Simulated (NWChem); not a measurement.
System: MgSiH4Se; SMILES [SiH3][Mg][SeH]

Here is an NWChem input.

```
start job
memory heap 200 mb stack 900 mb global 1100 mb
geometry units angstroms noautoz
  Mg    -0.231093    -0.267732    -0.008693
  Se    -0.054473     2.166933    -0.008760
  H      1.415756     2.052106     0.005616
  Si    -0.443162    -2.833711    -0.008778
  H     -1.198633    -3.348128    -1.200328
  H     -1.161115    -3.351651     1.204116
  H      0.894736    -3.515831    -0.030609
end
basis spherical
  * library def2-tzvp
end
dft
  xc m06-2x
  iterations 150
  mulliken
end
task dft energy
```

Excerpt of the output:

```
             Northwest Computational Chemistry Package (NWChem) 7.3.0
             --------------------------------------------------------

 C1  symmetry detected

                             Geometry "geometry" -> ""
                             -------------------------

 Output coordinates in angstroms (scale by  1.889725989 to convert to a.u.)

  No.       Tag          Charge          X              Y              Z
 ---- ---------------- ---------- -------------- -------------- --------------
    1 Mg                  12.0000    -0.01054007    -0.62419587    -0.00002747
    2 Se                  34.0000    -0.03189928     1.81677362     0.00001251
    3 H                    1.0000     1.44286938     1.82152809    -0.00014452
    4 Si                  14.0000    -0.01386676    -3.19892118     0.00002950
    5 H                    1.0000    -0.73684996    -3.77294700    -1.18442918
    6 H                    1.0000    -0.67547753    -3.77331457     1.21952678
    7 H                    1.0000     1.37464900    -3.77032270    -0.03546186

 Effective nuclear repulsion energy (a.u.)     219.6821617849

                                 NWChem DFT Module
                                 -----------------

 Summary of "ao basis" -> "ao basis" (spherical)
 ------------------------------------------------------------------------------
       Tag                 Description            Shells   Functions and Types
 ---------------- ------------------------------  ------  ---------------------
 Mg                        def2-tzvp                12       32   5s4p3d
 Se                        def2-tzvp                16       48   6s5p4d1f
 H                         def2-tzvp                 4        6   3s1p
 Si                        def2-tzvp                13       37   5s5p2d1f

            General Information
            -------------------
          SCF calculation type: DFT
          Wavefunction type:  closed shell.
          No. of atoms     :     7
          No. of electrons :    64
           Alpha electrons :    32
            Beta electrons :    32
          Charge           :     0
          Spin multiplicity:     1
          Use of symmetry is: off; symmetry adaption is: off
          Maximum number of iterations: 150
          AO basis - number of functions:   141
                     number of shells:    57
          Convergence on energy requested:  1.00D-06
          Convergence on density requested:  1.00D-05
          Convergence on gradient requested:  5.00D-04

              XC Information
              --------------
                       M06-2X Method XC Functional
                     Hartree-Fock (Exact) Exchange  0.540
                        M06-2X Exchange Functional  1.000
                      M06-2X Correlation Potential  1.000

             Grid Information
             ----------------
          Grid used for XC integration:  medium
          Radial quadrature: Mura-Knowles
          Angular quadrature: Lebedev.
          Tag              B.-S. Rad. Rad. Pts. Rad. Cut. Ang. Pts.
          ---              ---------- --------- --------- ---------
          Mg                  1.50       88          11.0       590
          Se                  1.15      112          14.0       590
          H                   0.35       45          14.0       434
          Si                  1.10       88          13.0       590
          Grid pruning is: on
          Number of quadrature shells:   468
          Spatial weights used:  Erf1

      Superposition of Atomic Density Guess
      -------------------------------------

 Sum of atomic energies:       -2890.24780505

      Non-variational initial energy
      ------------------------------

 Total energy =   -2890.778268
 1-e energy   =   -4463.349413
 2-e energy   =    1352.888983
 HOMO         =      -0.271133
 LUMO         =      -0.026300

     ---------------------------------------------
      Total Density - Mulliken Population Analysis
     ---------------------------------------------

    Atom       Charge   Shell Charges
 -----------   ------   -------------------------------------------------------
    1 Mg  12    11.21   2.00  0.71  1.27  0.74  0.24  5.11  0.88  0.16  0.05  0.00  0.03  0.02
    2 Se  34    34.80   2.00  2.00  1.16  0.78  0.99  0.94  6.00  5.94  1.03  2.57  1.36  8.96  1.04 -0.01  0.04  0.00
    3 H    1     0.77   0.18  0.41  0.16  0.02
    4 Si  14    14.11   2.00  0.59  1.39  0.90  0.54  4.12  1.73  0.51  1.48  0.75  0.05  0.05  0.01
    5 H    1     1.04   0.22  0.54  0.26  0.01
    6 H    1     1.04   0.22  0.54  0.26  0.01
    7 H    1     1.04   0.22  0.54  0.26  0.01

   convergence    iter        energy       DeltaE   RMS-Dens  Diis-err
 ---------------- ----- ----------------- --------- --------- ---------
 d= 0,ls=0.0,diis     1  -2893.5027237634 -3.11D+03  4.48D-03  8.41D-01
 d= 0,ls=0.0,diis     2  -2893.5307930160 -2.81D-02  2.65D-03  1.07D-01
 d= 0,ls=0.0,diis     3  -2893.5399042526 -9.11D-03  8.72D-04  4.84D-02
 d= 0,ls=0.0,diis     4  -2893.5448681583 -4.96D-03  1.84D-04  4.79D-04
 d= 0,ls=0.0,diis     5  -2893.5449616292 -9.35D-05  9.66D-05  2.58D-05
  Resetting Diis
 d= 0,ls=0.0,diis     6  -2893.5449695096 -7.88D-06  1.09D-05  2.04D-06
 d= 0,ls=0.0,diis     7  -2893.5449697280 -2.18D-07  3.93D-06  5.30D-08

         Total DFT energy =    -2893.544969727954
      One electron energy =    -4466.546046962875
           Coulomb energy =     1479.402937324859
    Exchange-Corr. energy =     -126.084021874830
 Nuclear repulsion energy =      219.682161784893

 Numeric. integr. density =       64.000004229579

                       DFT Final Molecular Orbital Analysis
                       ------------------------------------

 Vector   30  Occ=2.000000D+00  E=-3.472362D-01
              MO Center=  1.3D-02,  4.5D-01, -1.6D-05, r^2= 5.1D+00
   Bfn.  Coefficient  Atom+Function         Bfn.  Coefficient  Atom+Function
  ----- ------------  ---------------      ----- ------------  ---------------
     4      0.456245  1 Mg s                 49     -0.344868  2 Se py
    43      0.223962  2 Se py                 3     -0.207145  1 Mg s
    52     -0.203187  2 Se py                46     -0.187212  2 Se py
    38     -0.174579  2 Se s                102      0.150675  4 Si py
    37     -0.122627  2 Se s                  5      0.072462  1 Mg s

 Vector   31  Occ=2.000000D+00  E=-2.935527D-01
              MO Center= -9.2D-03, -1.2D+00,  3.7D-05, r^2= 6.2D+00
   Bfn.  Coefficient  Atom+Function         Bfn.  Coefficient  Atom+Function
  ----- ------------  ---------------      ----- ------------  ---------------
   102      0.314945  4 Si py                49      0.285420  2 Se py
     4      0.196930  1 Mg s                 52      0.197640  2 Se py
    13     -0.183549  1 Mg py                43     -0.175887  2 Se py
    91      0.163756  4 Si s                105      0.164187  4 Si py
    46      0.146254  2 Se py                 7      0.119655  1 Mg py

 Vector   32  Occ=2.000000D+00  E=-2.886524D-01
              MO Center=  8.6D-03,  1.7D+00, -4.6D-06, r^2= 2.1D+00
   Bfn.  Coefficient  Atom+Function         Bfn.  Coefficient  Atom+Function
  ----- ------------  ---------------      ----- ------------  ---------------
    50      0.493132  2 Se pz                53      0.346541  2 Se pz
    44     -0.304927  2 Se pz                47      0.256868  2 Se pz
    41      0.092972  2 Se pz                14      0.066424  1 Mg pz
    17      0.063584  1 Mg pz                 8     -0.038329  1 Mg pz
    29      0.034802  1 Mg d -1              70     -0.033807  2 Se d -1

 Vector   33  Occ=0.000000D+00  E=-2.967864D-02
              MO Center=  3.5D-01, -7.6D-01, -2.0D-05, r^2= 7.6D+00
   Bfn.  Coefficient  Atom+Function         Bfn.  Coefficient  Atom+Function
  ----- ------------  ---------------      ----- ------------  ---------------
     5      1.307311  1 Mg s                 91     -0.810304  4 Si s
   105     -0.477555  4 Si py                38     -0.364432  2 Se s
     4      0.292917  1 Mg s                 52      0.256906  2 Se py
    49      0.186510  2 Se py                90     -0.171755  4 Si s
    16     -0.170399  1 Mg py               102     -0.169235  4 Si py

 Vector   34  Occ=0.000000D+00  E=-2.756690D-02
              MO Center= -4.2D-01, -9.4D-01,  3.9D-03, r^2= 5.5D+00
   Bfn.  Coefficient  Atom+Function         Bfn.  Coefficient  Atom+Function
  ----- ------------  ---------------      ----- ------------  ---------------
    15      0.777169  1 Mg px                12      0.247056  1 Mg px
     5     -0.232609  1 Mg s                138     -0.221955  7 H  s
    91      0.157200  4 Si s                 38      0.156274  2 Se s
    83     -0.140239  3 H  s                  6     -0.136708  1 Mg px
   104      0.127678  4 Si px               126      0.110996  5 H  s

 Vector   35  Occ=0.000000D+00  E=-1.806345D-02
              MO Center=  6.6D-02, -1.1D+00, -5.5D-03, r^2= 5.7D+00
   Bfn.  Coefficient  Atom+Function         Bfn.  Coefficient  Atom+Function
  ----- ------------  ---------------      ----- ------------  ---------------
    17      0.776768  1 Mg pz                14      0.238278  1 Mg pz
   132     -0.231988  6 H  s                126      0.225231  5 H  s
    53     -0.216031  2 Se pz               106      0.164046  4 Si pz
     8     -0.133048  1 Mg pz                50     -0.105961  2 Se pz
    44      0.076767  2 Se pz                47     -0.074141  2 Se pz

     ---------------------------------------------
      Total Density - Mulliken Population Analysis
     ---------------------------------------------

[...]
```

Level: M06-2X/def2-TZVP. Coordinates come from a PBE0/def2-SVP optimisation.
